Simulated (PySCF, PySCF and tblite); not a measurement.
A run on one conformer of C9H12, numbered as in [CH:1]#[C:2][C@H:3]1[C@H:4]([CH3:5])[CH2:6][C:7]12[CH2:8][CH2:9]2, from an ensemble study. The sound level was PBE0/6-31G* on GFN2-xTB geometries.

Input:

```
{"job": {"xc": "PBE00", "basis": "6-31G*", "grid": 1, "kind": "nmr", "pop": false}, "charge": 0, "multiplicity": 1}
C     -1.506425     2.399602     1.377365
C     -0.889547     1.677733     0.647677
C     -0.146613     0.777869    -0.197010
C      1.252499     0.348852     0.324886
C      2.433473     0.795582    -0.514526
C      0.842672    -1.132774     0.199247
C     -0.565969    -0.693532    -0.158631
C     -1.536250    -1.372030    -1.067841
C     -1.839532    -1.235418     0.398050
H     -2.044875     3.045803     2.004017
H     -0.109214     1.178732    -1.214684
H      1.397058     0.648749     1.364496
H      2.296397     0.504440    -1.554379
H      3.351632     0.340262    -0.147907
H      2.543342     1.877507    -0.469473
H      1.355594    -1.656039    -0.607939
H      0.928323    -1.720588     1.112155
H     -2.098677    -0.764880    -1.762165
H     -1.282046    -2.350354    -1.449176
H     -1.789598    -2.120459     1.015038
H     -2.601165    -0.532114     0.700328
```

Command: OMP_NUM_THREADS=1 python ens_run.py task.json out

Output:

```
KeyError: "LibXCFunctional: name 'PBE00' not found."
```

What is wrong with this calculation?

The setting at fault: functional unknown or not served for shieldings. PBE00 is no functional's name. (The integration grid also differs from the sound level's.) The input was rejected before any iteration.
